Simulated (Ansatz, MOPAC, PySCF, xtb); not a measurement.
Torsion H4–O1–Ge2–Br3 in BrGeH3O (SMILES [OH][GeH2][Br]); at each angle all else is relaxed with GFN2-xTB, and the levels are single points there.
Geometry at 60° (charge 0, multiplicity 1):
```xyz
6

O      1.2619     0.1845    -0.4482
Ge    -0.3321    -0.3019    -0.0065
Br    -1.5635     1.5663     0.4070
H      1.8169     0.6946     0.1390
H     -0.3311    -1.1322     1.2549
H     -0.8300    -0.9794    -1.2432
```

On the grid 0° to 330°, 180° is the highest and 60° the lowest point at MP2/CBS(cc-pVTZ, cc-pVQZ) + ΔCCSD(T)/cc-pVTZ.

Rows in LANL2DZ carry no dispersion term and start afresh at each structure. LANL2DZ brings its own core potentials from Na on. The state reached by PM7 isn't checked; PM7 holds dispersion and hydrogen-bond terms.

Programs: Ansatz (Gaussian orbitals); MOPAC for PM7 (differences of heats of formation); PySCF for LANL2DZ rows; xtb for the GFN methods. Each number belongs to the level named beside it.

One of these levels gives 6.10 kcal/mol for the energy at 180° less that at 60°. Which one is it?
A. HF/cc-pVTZ
B. GFN1-xTB
C. B3LYP/LANL2DZ
D. PM7

D, PM7. The others give -0.15 (GFN1-xTB), 2.07 (HF/cc-pVTZ), 4.29 (B3LYP/LANL2DZ)

Ansatz is a program for electronic structure.
